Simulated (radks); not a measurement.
The iron anion Fe- inside a hard spherical wall (all orbitals vanish at R), configuration held at [Ar] 3d7 4s2 and not refilled when levels cross. All-electron calculation, non-relativistic Kohn-Sham, LDA (Slater exchange, VWN5 correlation), spin-polarised, spherical densities, point nucleus; open shells are filled with parallel spins first. Program: a radial shooting solver on a logarithmic mesh with Libxc functionals. Eigenvalues in eV for spin up, with the zero of energy where the potential of the charges vanishes at infinity; a dash marks a level that is unbound or too diffuse for the functional's potential to be trusted. A positive occupied level is held by the wall or, in an anion where self-interaction has pushed it up, behind a barrier. The pressure on the wall is -dE/dV.

| R (bohr) | E (hartree) | kinetic (hartree) | e(3s) | e(3p) | e(3d) | e(4s) | e(4p, empty) | e(5s, empty) | pressure (GPa) |
|---|---|---|---|---|---|---|---|---|---|
| 15 | -1261.26125 | 1259.716 | -82.667 | -50.817 | 0.226 | 0.467 | - | - | 0.00467 |
| 7 | -1261.21284 | 1259.892 | -80.263 | -48.415 | 2.535 | 2.352 | 6.013 | 12.348 | 1.64 |
| 6 | -1261.15937 | 1260.075 | -78.923 | -47.080 | 3.802 | 3.606 | 7.847 | 17.924 | 5.20 |
| 5 | -1261.02630 | 1260.505 | -76.504 | -44.680 | 6.068 | 6.123 | 11.309 | 28.412 | 19.7 |
| 3 | -1259.23576 | 1265.792 | -60.870 | -29.353 | 21.233 | 29.720 | 40.226 | 109.69 | 708 |
| 2.5 | -1257.06017 | 1272.160 | -49.931 | -18.558 | 32.924 | 53.645 | 67.312 | 178.83 | 2510 |
